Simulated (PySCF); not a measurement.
Species: C7H12N2.
Structure used (GFN2-xTB), in Å, numbered top down from 1:
```
atom  x, y, z in Å
C1     2.8230    0.0404   -1.0817
C2     1.6824    0.0939   -0.0737
C3     0.4605   -0.6943   -0.5662
C4    -0.6502   -0.6701    0.4240
C5    -0.9293   -1.4965    1.4792
N6    -2.0339   -1.0660    2.1413
C7    -2.4241    0.0031    1.5075
N8    -1.6231    0.2997    0.4550
C9    -1.7791    1.3885   -0.4654
H10    3.6844    0.5931   -0.7141
H11    2.5162    0.4744   -2.0313
H12    3.1256   -0.9895   -1.2583
H13    1.4024    1.1347    0.1067
H14    2.0124   -0.3268    0.8781
H15    0.1240   -0.2816   -1.5210
H16    0.7556   -1.7325   -0.7333
H17   -0.4035   -2.3748    1.7957
H18   -3.2777    0.5950    1.7722
H19   -1.9722    1.0170   -1.4755
H20   -0.8799    2.0076   -0.4881
H21   -2.6223    2.0018   -0.1515
```

Computed at PBE0/pcSseg-1 (PySCF, non-relativistic), with Q(14N) = 0.02044 b: N6, 14N (I = 1): χzz = -4.554 MHz, η = 0.119; N8, 14N (I = 1): χzz = -2.998 MHz, η = 0.333.

Find the zero-field quadrupole resonance frequencies of 14N at N6.

From ν± = (3/4)|χ|(1 ± η/3) and ν0 = |χ|η/2: ν+ 3.551 MHz, ν− 3.280 MHz, ν0 0.270 MHz (pyridine-type nitrogen).

Find the zero-field quadrupole resonance frequencies of 14N at N8.

From ν± = (3/4)|χ|(1 ± η/3) and ν0 = |χ|η/2: ν+ 2.498 MHz, ν− 1.999 MHz, ν0 0.499 MHz (pyrrole-type nitrogen).

In a crystal, neighbours and librations shift these lines. The structure is a single GFN2-xTB conformer in the gas phase; no vibrational or solvent corrections. GFN2-xTB bond lengths can be off by several hundredths of an ångström, more for odd bonds, and the gradients follow them. The small basis limits the accuracy of the gradients.

These values come from a run that also computed NMR shieldings. The run took 48 s wall on Arm Neoverse V1, one thread, on a shared host.
